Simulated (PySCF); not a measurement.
Ge(NCO)2Cl2, C₂Cl₂GeN₂O₂.
Bonds: Ge1–N2, Ge1–N5, Ge1–Cl8, Ge1–Cl9, N2–C3, C3–O4, N5–C6, C6–O7.

Computed, not measured: PBE0-D3(BJ)/def2-SVP geometry optimisation, gas phase in PySCF 2.14.0.

Q: What internal coordinates does the optimisation give?

A: 
```csv
bond,length (Å)
"Ge1–N2, Ge1–N5",1.786
"Ge1–Cl8, Ge1–Cl9",2.128
"N2–C3, N5–C6",1.209
"C3–O4, C6–O7",1.162
```

Bonds in one row agree within 0.01 Å and their mean is given. A selection of angles:
```csv
angle,degrees
N2–Ge1–N5,106.8
N2–Ge1–Cl8,111.0
N2–Ge1–Cl9,109.7
Cl8–Ge1–Cl9,108.6
Ge1–N2–C3,145.4
N2–C3–O4,176.3
Ge1–N5–C6,144.5
```

Dihedral angles: N5–Ge1–N2–C3 -178° (antiperiplanar); N2–Ge1–N5–C6 -157° (antiperiplanar). The mirror-image conformer, all signs reversed, is as good.

Ge1 (germanium bonded to 2 Cl and 2 N) is tetrahedral (angles from 106.8° to 111.0°).

Point group: near Cs, missed by 0.23 Å at most; the miss may be what the optimiser left on a soft mode. Stationary, but not proved a minimum. One conformer, not necessarily the lowest.
